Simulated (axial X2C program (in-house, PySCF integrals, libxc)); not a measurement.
**NbF: from the spin-free to the two-component result**

Computed with an in-house all-electron X2C program for linear molecules (integrals from PySCF). Spin-free means the one-electron spin-free X2C Hamiltonian; two-component (2c) means X2C with spin–orbit coupling and atomic mean-field two-electron Coulomb and Gaunt terms, so the difference of the two also holds small scalar two-electron terms. Basis: Nb dyall-cv3z [11s12p9d5f3g], F dyall-av3z [7s6p3d2f] (cores contracted in-house); Gaussian nuclei, density fitting, unrestricted open shells. Masses: Nb 92.906 u, F 18.998 u.

Spin-free state: M_S = 2, Λ = 1 (beyond evenly filled blocks: σα, π+α, δ+α, δ-α); fragments Nb + F.

```
  level  Re (Å)  ωe (cm⁻¹)  De (eV)  μ (D)
   PBE0   1.871      658.7    5.659  -2.77
     HF   1.903      636.9    3.829  -3.16
    MP2   1.894      636.9    6.037    n/a
   CCSD   1.896      640.1    5.621    n/a
CCSD(T)   1.897      639.8    5.783    n/a
```

Correlated methods: 12 electrons correlated (number of frozen shells: Nb 4 s, 3 p, 1 d; F 1 s), 292 virtual spin orbitals or spinors in MP2, 90 natural virtuals in coupled cluster.

Dipoles are positive if F is the positive end.

Two-component determinant lowest at the distance of the search:

Ω = 1 (⟨Sz⟩ = 2.00, ⟨Lz⟩ = -1.00 at HF); fragments Nb + F.

```
  level  Re (Å)  ωe (cm⁻¹)  μ (D)
   PBE0   1.871      658.6  -2.76
     HF   1.903      636.8  -3.17
    MP2   1.894      636.7    n/a
   CCSD   1.896      639.9    n/a
CCSD(T)   1.897      639.7    n/a
```

(1) From the two tables, how do the constants change at the CCSD(T) level (2c against spin-free)?

The state is one determinant whose occupation by symmetry is held fixed; it was picked as the lowest of a PBE0 search that is not exhaustive. De is counted from the lowest determinant-based energies of the atoms at the same level, without counterpoise correction. De is not given where an atomic determinant may have missed its ground term or J level, or where the truncated virtual space spoils (T). Density functionals use the spin component along the axis (collinear). Coupled cluster ran in a truncated set of natural virtual spinors; the MP2 energy of the rest was added. (T) has no such correction and the atoms are truncated less, which lowers De at CCSD(T) by a hundredth of an eV or more. Other states lie close and PBE0, whose exact exchange favours high spin, may order them wrongly; the determinant shown need not be the ground state. The nearest other spin-free determinant of the search, M_S = 1, Λ = 0, lies 0.82 eV up at the distance of the search. The functionals have no current-density term, which raises determinants with orbital currents, atoms included. With several unpaired electrons one determinant need not be a pure state. The outer-core s and p shells of the metal are frozen in the correlated rows, which leaves out core–valence correlation; for alkali and alkaline-earth bonds that tends to lengthen them. Open-shell Ω = 0 determinants with evenly filled partner blocks cannot be reached by this program, so the Ω shown need not be the lowest component. With the outer-core shells frozen, correlated bond lengths of heavy atoms tend to come out a few hundredths of an ångström too long.

Results:

(1) At the CCSD(T) level Re is unchanged within 0.001 Å and ωe stays the same within 0.2 cm⁻¹.
